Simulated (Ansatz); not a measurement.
```yaml
crystal:
  periodic: [false, false, false]
  atoms:
    - {symbol: C, position_ang: [-0.470051, -0.650265, 1.220802]}
    - {symbol: N, position_ang: [0.115398, 0.039391, 0.095601]}
    - {symbol: C, position_ang: [1.106008, -0.737051, -0.611533]}
    - {symbol: In, position_ang: [-0.745288, 1.631644, -0.717075]}
    - {symbol: F, position_ang: [-0.098632, 2.490460, -2.328261]}
    - {symbol: F, position_ang: [-2.198443, 2.596162, 0.125976]}
    - {symbol: H, position_ang: [0.308336, -0.911505, 1.950980]}
    - {symbol: H, position_ang: [-0.970083, -1.584424, 0.925518]}
    - {symbol: H, position_ang: [-1.203808, -0.023338, 1.731250]}
    - {symbol: H, position_ang: [1.529734, -0.173637, -1.445178]}
    - {symbol: H, position_ang: [0.695302, -1.675750, -1.011606]}
    - {symbol: H, position_ang: [1.931527, -1.001718, 0.063525]}
basis:
  gaussian: {orbitals: def2-SVP, nuclear_model: gaussian}
magnetization: {spin_polarized: true, initial_magnetization: 2}
hamiltonian: {xc: {name: wB97X}}
accuracy: high
output: {forces: true}
```

```sh
$ ansatz run in.yaml --threads 4 --pin off --events-out ev --progress --plain --max-ram 11315MiB
```

It prints (some lines left out):

```
Functional definition: wB97X
3096 factors; integrals over basis functions are off by at most 8.8e-9 eV
499 factors; integrals over basis functions are off by at most 2.6e-9 eV
mean field evaluation 1: about -14252.0881 eV, gradient 4.1e1 eV
mean field evaluation 2: about -14249.1526 eV, gradient 5.6e1 eV
mean field evaluation 4: about -14258.6475 eV, gradient 1.8e0 eV
mean field evaluation 8: about -14258.8345 eV, gradient 2.8e-1 eV
mean field evaluation 16: about -14258.8378 eV, gradient 5.7e-3 eV
mean field evaluation 32: about -14258.8378 eV, gradient 9.3e-7 eV
mean field -14258.83781122 eV, -524.0026245750 hartree, gradient 9.1e-8 eV, S^2 2.009011; 0 other end points of the search recorded, 0 dependent functions left out
reference -14258.83780702 eV, -524.0026244205 hartree; 33, 31 occupied and 93, 95 virtual orbitals, 3096 factors
Total energy: -14258.83780702 eV, -524.0026244205 hartree
Atom 0 at    -0.470051    -0.650265     1.220802 Å, force     0.218132     0.340735     0.288541 eV/Å
Atom 1 at     0.115398     0.039391     0.095601 Å, force     2.404063    -5.604346     2.331293 eV/Å
Atom 2 at     1.106008    -0.737051    -0.611533 Å, force     0.334137     0.335011     0.154184 eV/Å
Atom 3 at    -0.745288     1.631644    -0.717075 Å, force    -2.513816     3.285114    -2.314112 eV/Å
Atom 4 at    -0.098632     2.490460    -2.328261 Å, force     0.882985     0.710126    -1.272880 eV/Å
Atom 5 at    -2.198443     2.596162     0.125976 Å, force    -1.080622     0.799682     1.029881 eV/Å
Atom 6 at     0.308336    -0.911505     1.950980 Å, force     0.186164    -0.134865     0.061115 eV/Å
Atom 7 at    -0.970083    -1.584424     0.925518 Å, force     0.054529    -0.114887    -0.273952 eV/Å
Atom 8 at    -1.203808    -0.023338     1.731250 Å, force    -0.247638     0.310051    -0.029872 eV/Å
Atom 9 at     1.529734    -0.173637    -1.445178 Å, force    -0.051958     0.299608    -0.257235 eV/Å
Atom 10 at     0.695302    -1.675750    -1.011606 Å, force    -0.268618    -0.096591     0.100563 eV/Å
Atom 11 at     1.931527    -1.001718     0.063525 Å, force     0.082642    -0.129637     0.182475 eV/Å
Dipole moment:     0.885703    -1.703607     0.838139 e Å
```

Run time 49 s (4 threads of an Arm Neoverse V2 on a shared host); peak host memory 1.7 GiB.
